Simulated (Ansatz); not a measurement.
Consider the ligand exchange at a B–C bond: `O=CB(F)[SiH3]` + CH₃SH → `CSB(F)[SiH3]` + `C=O`.

Calculated with Ansatz (gas phase, PBE0-D4/def2-TZVP geometries, no zero-point term in ΔE). CCSD(T)/CBS adds triple-zeta CCSD(T) − MP2 to the extrapolated MP2 energy (def2 sets, frozen cores). This one scheme is used for every species. Functionals use def2-TZVPP. One conformer a species, not always the lowest.

```
        species  PBE0 energy (Eh)
`O=CB(F)[SiH3]`        -529.65257
          CH₃SH        -438.53753
 `CSB(F)[SiH3]`        -853.80805
          `C=O`        -114.41933
```

Problem. Work out ΔE.

Solution. ΔE = (-853.80805) + (-114.41933) − (-529.65257) − (-438.53753) = -0.03728 Eh = -1.01 eV. CCSD(T)/CBS gives -1.00 eV.

Largest T1 diagnostic among the species: 0.015.

The D4 term adds −0.08 eV with B3LYP and −0.04 eV with PBE0; it sums over pairs of atoms, weighted by their polarisabilities, and B3LYP, whose exchange is more repulsive, gets the larger term. In def2-TZVPP, CCSD(T) changes the Hartree–Fock value by −0.16 eV (the triples alone add −0.04 eV) and MP2 by −0.24 eV.

B3LYP here is the variant with VWN-RPA as its local correlation; programs differ in this.
